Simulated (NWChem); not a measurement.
System meant: AgPH₄S; SMILES [PH3]->[Ag][SH]

Here is an NWChem input.

```
start job
memory heap 200 mb stack 900 mb global 1100 mb
geometry units angstroms noautoz
  Ag     0.052487     0.030319    -0.096290
  S      0.090240     2.355001    -0.181827
  H     -1.177226     2.496206     0.268971
  P      0.076322    -2.344698    -0.008183
  H     -0.973835    -3.004092     0.678811
  H      1.166845    -3.006801     0.610399
  H      0.036750    -3.101110    -1.206954
end
basis spherical
  Ag library def2-svp
  S library def2-svp
  H library def2-svp
  P library def2-svp
end
ecp
  Ag library def2-ecp
end
dft
  odft
  mult 2
  xc xpbe96 cpbe96
  iterations 150
  mulliken
end
task dft energy
```

End of the output:

```
 ==============================================================================
                                 internuclear angles
 ------------------------------------------------------------------------------
        center 1       |       center 2       |       center 3       |  degrees
 ------------------------------------------------------------------------------
    2 S                |   1 Ag               |   4 P                |   178.50
    1 Ag               |   2 S                |   3 H                |    94.41
    1 Ag               |   4 P                |   5 H                |   118.38
    1 Ag               |   4 P                |   6 H                |   119.37
    1 Ag               |   4 P                |   7 H                |   120.09
    5 H                |   4 P                |   6 H                |    98.11
    5 H                |   4 P                |   7 H                |    98.10
    6 H                |   4 P                |   7 H                |    98.12
 ------------------------------------------------------------------------------
                            number of included internuclear angles:          8
 ==============================================================================

 Summary of "ao basis" -> "" (spherical)
 ------------------------------------------------------------------------------
       Tag                 Description            Shells   Functions and Types
 ---------------- ------------------------------  ------  ---------------------
 Ag                         def2-svp                11       31   5s3p2d1f
 S                          def2-svp                 8       18   4s3p1d
 H                          def2-svp                 3        5   2s1p
 P                          def2-svp                 8       18   4s3p1d

 Summary of "ao basis" -> "ao basis" (spherical)
 ------------------------------------------------------------------------------
       Tag                 Description            Shells   Functions and Types
 ---------------- ------------------------------  ------  ---------------------
 Ag                         def2-svp                11       31   5s3p2d1f
 S                          def2-svp                 8       18   4s3p1d
 H                          def2-svp                 3        5   2s1p
 P                          def2-svp                 8       18   4s3p1d

  number of electrons :                   54
  multiplicity        :                    2
 ------------------------------------------------------------------------
  no. of electrons and multiplicity not compatible                  54
 ------------------------------------------------------------------------
 ------------------------------------------------------------------------
  current input line :
    28: task dft energy
 ------------------------------------------------------------------------
 ------------------------------------------------------------------------
 There is an error in the input file
 ------------------------------------------------------------------------
 For more information see the NWChem manual at https://nwchemgit.github.io

0: no. of electrons and multiplicity not compatible:Received an Error in Communication
```

**Question.** Can this run be used? If not, why, and what is the fix?

**Answer.** The input was rejected before any calculation. Cause: the multiplicity doesn't fit the number of electrons (an even count wants an odd multiplicity, and the reverse). This input runs:
```
start job
memory heap 200 mb stack 900 mb global 1100 mb
geometry units angstroms noautoz
  Ag     0.052487     0.030319    -0.096290
  S      0.090240     2.355001    -0.181827
  H     -1.177226     2.496206     0.268971
  P      0.076322    -2.344698    -0.008183
  H     -0.973835    -3.004092     0.678811
  H      1.166845    -3.006801     0.610399
  H      0.036750    -3.101110    -1.206954
end
basis spherical
  Ag library def2-svp
  S library def2-svp
  H library def2-svp
  P library def2-svp
end
ecp
  Ag library def2-ecp
end
dft
  xc xpbe96 cpbe96
  iterations 150
  mulliken
end
task dft energy
```
It converges to -888.38223 Ha (PBE/def2-SVP with def2 effective core potentials on Ag).
